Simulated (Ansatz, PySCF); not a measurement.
C2H6N, SMILES C=[NH+]C, charge +1. Atoms are numbered in the order given.

```xyz
9

C      1.2057     0.2046    -0.2605
N      0.1647    -0.2600     0.3010
C     -1.2269     0.0576    -0.0443
H      1.1062     0.9075    -1.0797
H      2.1858    -0.1047     0.0829
H      0.2899    -0.9191     1.0685
H     -1.7101     0.4868     0.8328
H     -1.2407     0.7622    -0.8710
H     -1.7328    -0.8669    -0.3205
```
Charge +1, spin multiplicity 1.

Geometry: B3LYP-D3(BJ)/def2-TZVP. The isomer is the one that the SMILES or the coordinates give; other isomers of the formula were not compared.

Two levels are set side by side: PBE-D3(BJ)/def2-TZVP (Ansatz, a first-principles code) and B3LYP-D3(BJ)/def2-TZVP (Ansatz). Each level has its own optimised geometry; the coordinates shown are those of the second. Frequencies come from the Hessian of PySCF at each geometry. Differences are taken from unrounded values.

| quantity | B3LYP-D3(BJ) |
|---|---|
| mean bond length (Å) | 1.149 |
| bond C1–N2 (Å) | 1.271 |
| bond N2–C3 (Å) | 1.469 |
| bond C1–H4 (Å) | 1.084 |
| bond C1–H5 (Å) | 1.084 |
| bond N2–H6 (Å) | 1.019 |
| bond C3–H7 (Å) | 1.090 |
| bond C3–H8 (Å) | 1.086 |
| bond C3–H9 (Å) | 1.089 |
| highest harmonic wavenumber (cm⁻¹) | 3480 |
| mean harmonic wavenumber (cm⁻¹) | 1725 |
| zero-point energy (kcal/mol) | 51.80 |

What does PBE-D3(BJ) give, and how far is it from B3LYP-D3(BJ)? (An estimate is asked for; the answer gives what the named calculation found.)


```json
[
 {"quantity": "mean bond length (Å)", "PBE-D3(BJ)": "1.156", "PBE-D3(BJ) minus B3LYP-D3(BJ)": "0.007"},
 {"quantity": "bond C1–N2 (Å)", "PBE-D3(BJ)": "1.280", "PBE-D3(BJ) minus B3LYP-D3(BJ)": "0.009"},
 {"quantity": "bond N2–C3 (Å)", "PBE-D3(BJ)": "1.464", "PBE-D3(BJ) minus B3LYP-D3(BJ)": "-0.004"},
 {"quantity": "bond C1–H4 (Å)", "PBE-D3(BJ)": "1.093", "PBE-D3(BJ) minus B3LYP-D3(BJ)": "0.009"},
 {"quantity": "bond C1–H5 (Å)", "PBE-D3(BJ)": "1.092", "PBE-D3(BJ) minus B3LYP-D3(BJ)": "0.008"},
 {"quantity": "bond N2–H6 (Å)", "PBE-D3(BJ)": "1.028", "PBE-D3(BJ) minus B3LYP-D3(BJ)": "0.009"},
 {"quantity": "bond C3–H7 (Å)", "PBE-D3(BJ)": "1.099", "PBE-D3(BJ) minus B3LYP-D3(BJ)": "0.009"},
 {"quantity": "bond C3–H8 (Å)", "PBE-D3(BJ)": "1.095", "PBE-D3(BJ) minus B3LYP-D3(BJ)": "0.008"},
 {"quantity": "bond C3–H9 (Å)", "PBE-D3(BJ)": "1.099", "PBE-D3(BJ) minus B3LYP-D3(BJ)": "0.009"},
 {"quantity": "highest harmonic wavenumber (cm⁻¹)", "PBE-D3(BJ)": "3397", "PBE-D3(BJ) minus B3LYP-D3(BJ)": "-84"},
 {"quantity": "mean harmonic wavenumber (cm⁻¹)", "PBE-D3(BJ)": "1678", "PBE-D3(BJ) minus B3LYP-D3(BJ)": "-47"},
 {"quantity": "zero-point energy (kcal/mol)", "PBE-D3(BJ)": "50.38", "PBE-D3(BJ) minus B3LYP-D3(BJ)": "-1.42"}
]
```

GGA bonds tend to be longer and softer than those of functionals with exact exchange. Differences between two approximate levels are no errors against the true value.
